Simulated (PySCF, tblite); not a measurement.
Species: C₄H₇F₅Si.
Numbering: `[CH3:1][C@@H:2]([CH2:3][SiH:4]([F:5])[F:6])[C:7]([F:8])([F:9])[F:10]` (hydrogens: H11, H12, H13 on C1; H14 on C2; H15, H16 on C3; H17 on Si4)

Geometry (GFN2-xTB, Å), atoms numbered from 1 in this order:
```xyz
17
C4H7F5Si angstrom
C     -1.6241   -1.2124   -0.2752
C     -0.4865   -0.3566    0.2814
C      0.6780   -0.2549   -0.7088
Si     2.2558    0.5396   -0.0181
F      2.4881   -0.0649    1.4444
F      3.4777   -0.0895   -0.8393
C     -1.0230    1.0293    0.5986
F     -1.4138    1.6981   -0.4978
F     -2.0819    0.9968    1.4196
F     -0.1080    1.8112    1.2020
H     -1.9913   -0.7913   -1.2089
H     -2.4486   -1.2644    0.4318
H     -1.2666   -2.2207   -0.4637
H     -0.1377   -0.7747    1.2310
H      0.3330    0.2699   -1.6013
H      0.9255   -1.2710   -1.0281
H      2.4162    1.9677    0.0225
```

Method: PBE0/pcSseg-1 in PySCF (dipole) on a GFN2-xTB geometry, gas phase.

Take the most abundant isotopes and a rigid rotor. The values belong to one conformer with, in the numbering `[CH3:1][C@@H:2]([CH2:3][SiH:4]([F:5])[F:6])[C:7]([F:8])([F:9])[F:10]`, C1–C2–C3–Si4 -170°, C2–C3–Si4–F5 43°.

(1) What are A, B and C (cm⁻¹)?

(2) Classify the top.

(3) What does the inertial defect say?

(4) Give the other two planar moments, Paa and Pbb, and the rms extents of the mass along the axes.

(5) Predict some low-J microwave lines.

## Answers

(1) Ia = 260.22, Ib = 765.44, Ic = 833.19 u·Å²; 505379 MHz·u·Å²/I gives 1942, 660.2 and 606.6 MHz, that is A = 0.06478, B = 0.02202, C = 0.02023 cm⁻¹.

(2) A near-prolate asymmetric top. Ray's parameter κ = (2B − A − C)/(A − C) = -0.920; −1 is the prolate and +1 the oblate limit.

(3) Not planar: Δ = Ic − Ia − Ib = -192.48 u·Å². For a rigid frame Δ = −2 Σ m c², so Σ m c² = 96.24 u·Å² lies off the ab plane: 8.16 from hydrogen and 88.07 from heavier atoms. The atom farthest from that plane is 1.53 Å away.

(4) Paa = Σ m a² = (Ib + Ic − Ia)/2 = 669.20 and Pbb = Σ m b² = (Ia + Ic − Ib)/2 = 163.98 u·Å². With the mass M = 178.02 u, the rms extents √(P/M) along a, b and c are 1.94, 0.96, 0.74 Å.

(5) The dipole components are |μa| = 1.08 D, |μb| = 1.95 D, |μc| = 0.37 D. Intensities carry the squares of the components, which stand as 0.31 : 1.00 : 0.04 (a : b : c). Some lines, for components of 0.1 D or more:

| type | branch | J(Ka,Kc) | MHz | lower level (cm⁻¹) |
| --- | --- | --- | --- | --- |
| a | Q | 4(1,3) ← 4(1,4) | 537 | 0.457 |
| c | Q | 4(1,4) ← 4(0,4) | 1061 | 0.422 |
| c | Q | 1(1,1) ← 1(0,1) | 1282 | 0.042 |
| c | Q | 3(2,2) ← 3(1,2) | 3766 | 0.303 |
| c | R | 2(1,1) ← 1(0,1) | 3923 | 0.042 |
| b | Q | 2(2,1) ← 2(1,2) | 4007 | 0.168 |
| b | Q | 3(2,2) ← 3(1,3) | 4088 | 0.292 |
| a | R | 4(1,4) ← 3(1,3) | 4957 | 0.292 |
| a | R | 4(0,4) ← 3(0,3) | 5051 | 0.253 |
| a | R | 5(4,1) ← 4(4,0) | 6338 | 1.121 |
| b | Q | 5(3,2) ← 5(2,3) | 6502 | 0.810 |
| b | Q | 4(3,2) ← 4(2,3) | 6549 | 0.597 |
| b | R | 3(2,2) ← 2(1,1) | 7646 | 0.173 |
| b | Q | 5(4,1) ← 5(3,2) | 9155 | 1.027 |
| b | R | 3(3,0) ← 2(2,1) | 10345 | 0.301 |
| c | R | 4(3,2) ← 3(2,2) | 11615 | 0.428 |
| b | Q | 5(5,1) ← 5(4,2) | 11775 | 1.332 |
| b | R | 5(5,1) ← 4(4,0) | 18113 | 1.121 |
| c | R | 5(5,1) ← 4(4,1) | 18113 | 1.121 |
| b | R | 5(5,0) ← 4(4,1) | 18113 | 1.121 |

Its GFN2-xTB frequencies are all real (lowest 33 cm⁻¹). These are rigid-rotor constants of the computed structure; measured ground-state constants (B0) also hold zero-point vibration. A rigid rotor knows nothing of internal rotation, which can split or shift real lines.

Time: 62 s wall (grids of density and orbitals included); peak memory 0.95 GiB. Hardware: Arm Neoverse V1, one thread, no GPU, shared host. This is the PBE0/pcSseg-1 job that gave the dipole, with the shieldings it also computed.
